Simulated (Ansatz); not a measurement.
The same path of CH₅Ga (7 atoms, charge 0, multiplicity 1) was run twice with different band settings. Lost on the way: Ga1–C2, Ga1–H6. Made: C2–H6.

The calculation used RKS BHLYP-D4/def2-SVP in Ansatz.

Relaxed end points:

```xyz
7
Properties=species:S:1:pos:R:3
Ga 0.565 0.041 -0.001
C 1.096 -0.039 1.894
H 0.250 -0.197 2.565
H 1.818 -0.848 2.046
H 1.600 0.890 2.180
H 1.660 0.266 -1.104
H -0.932 -0.114 -0.443
```

```xyz
7
Properties=species:S:1:pos:R:3
Ga -0.468 0.765 -0.986
C 1.610 -0.128 1.629
H 0.621 -0.555 1.442
H 2.061 -0.647 2.476
H 1.515 0.935 1.865
H 2.248 -0.249 0.751
H -1.529 -0.121 -0.040
```

Common settings: movable images 9; climbing image yes; spring 5.0 eV/Å²; optimiser quadratic models (default); start path through a guess of the saddle point; iteration limit 60; end points relaxed.

| run | force threshold |
| --- | --- |
| 1 | 0.05 eV/Å |
| 2 | 0.5 eV/Å |

Question: What does each run give, and how far can it be trusted?

Answer: Run 1: converged after 16 iterations, highest image 3.075 eV above the first end. Neighbouring images differ by up to 2.0 eV, so the band resolves the path poorly. A vibrational analysis at the climbing image gives one clearly imaginary mode, 1367i cm⁻¹: a first-order saddle point.
Run 2: converged after 8 iterations, highest image 3.091 eV above the first end. The threshold of 0.5 eV/Å is loose, so the images may lie well off the minimum-energy path. Neighbouring images differ by up to 1.6 eV, so the band resolves the path poorly. The order of the stationary point at the top wasn't checked.
The orbitals stay closed-shell, which can raise the energy where a bond breaks towards radicals; this wasn't checked here.
